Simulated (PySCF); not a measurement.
NICS in rings of unrelated molecules.

Probes without a nucleus sit at each ring's centroid and 1 Å off its mean plane on both sides; NICS is minus the shielding there, NICSzz its component along the normal. Level: GIAO PBE0/pcSseg-1 (PySCF, non-relativistic, gas phase) on the GFN2-xTB geometries, one conformer each. Atom numbers follow the mapped SMILES.

Question: Order these rings by mean NICS(1)zz, lowest (most negative) first (ppm).
A. ring C3–C4–C5–S6–C8–C9 in `[CH3:1][NH:2][C@H:3]1[CH2:4][CH2:5][S@:6](=[O:7])[CH2:8][CH2:9]1`
B. ring C5–C6–C7–C8–C9–C10 in `[CH3:1][C:2]1=[CH:3][SiH2:4][c:5]2[cH:6][cH:7][cH:8][cH:9][c:10]21`
C. ring C3–C4–P6 in `[CH3:1][O:2][C:3]1=[C:4]([CH3:5])[P@@:6]1(=[S:7])[CH2:8][OH:9]`
D. ring C3–Si7–C8 in `[CH2:1]=[CH:2][C@@:3]1([C:4](=[O:5])[OH:6])[SiH2:7][C@H:8]1[CH3:9]`
E. ring C2–C3–C4–C7–C8 in `[F:1][C:2]1=[CH:3][C@@H:4]([O:5][SiH3:6])[CH:7]=[CH:8]1`
F. ring P3–C5–C6 in `[OH:1][CH2:2][P:3]1(=[S:4])[CH2:5][CH2:6]1`
G. ring C6–C7–O8–C9–C10–O11 in `[CH3:1][O:2][C@@H:3]1[CH2:4][C@H:5]1[C:6]1=[CH:7][O:8][CH:9]=[CH:10][O:11]1`

Answer: B (-26.3), D (-18.1), F (-14.0), C (-8.5), E (-3.7), A (4.2), G (21.4).

```json
{"SMILES": "CC1=C[SiH2]c2ccccc21", "ring": "6-membered carbocycle; formal bonds all aromatic", "NICS(0)": "-7.2", "NICS(1)": "-10.6", "NICS(1)zz": "-26.3", "HOMA": "0.98", "rms pucker (Å)": "0.00", "ring atoms with four or more neighbours": "0"}
{"SMILES": "C=C[C@@]1(C(=O)O)[SiH2][C@H]1C", "ring": "3-membered ring with Si; formal bonds all single", "NICS(0)": "-29.7", "NICS(1)": "-7.5", "NICS(1)zz": "-18.1", "HOMA": "–", "rms pucker (Å)": "0.00", "ring atoms with four or more neighbours": "3"}
{"SMILES": "OCP1(=S)CC1", "ring": "3-membered ring with P; formal bonds all single", "NICS(0)": "-26.8", "NICS(1)": "-6.9", "NICS(1)zz": "-14.0", "HOMA": "–", "rms pucker (Å)": "0.00", "ring atoms with four or more neighbours": "3"}
{"SMILES": "COC1=C(C)[P@@]1(=S)CO", "ring": "3-membered ring with P; formal bonds 1 double, 2 single", "NICS(0)": "-22.3", "NICS(1)": "-7.6", "NICS(1)zz": "-8.5", "HOMA": "–", "rms pucker (Å)": "0.00", "ring atoms with four or more neighbours": "1"}
{"SMILES": "FC1=C[C@@H](O[SiH3])C=C1", "ring": "5-membered carbocycle; formal bonds 2 double, 3 single", "NICS(0)": "-3.7", "NICS(1)": "-3.8", "NICS(1)zz": "-3.7", "HOMA": "–", "rms pucker (Å)": "0.02", "ring atoms with four or more neighbours": "1"}
{"SMILES": "CN[C@H]1CC[S@](=O)CC1", "ring": "6-membered ring with S; formal bonds all single", "NICS(0)": "-1.7", "NICS(1)": "-2.0", "NICS(1)zz": "4.2", "HOMA": "–", "rms pucker (Å)": "0.30", "ring atoms with four or more neighbours": "5"}
{"SMILES": "CO[C@@H]1C[C@H]1C1=COC=CO1", "ring": "6-membered ring with 2 O; formal bonds 2 double, 4 single", "NICS(0)": "8.3", "NICS(1)": "5.2", "NICS(1)zz": "21.4", "HOMA": "-0.97", "rms pucker (Å)": "0.02", "ring atoms with four or more neighbours": "0"}
```

NICS(0) gives another order. The isotropic NICS(1) gives another order. HOMA uses Krygowski's 1993 parameters; it is left out where a ring has a four-coordinate atom, a triple bond, no multiple bond or a kind of bond without parameters. NICS(1) and NICS(1)zz are means over the two faces.
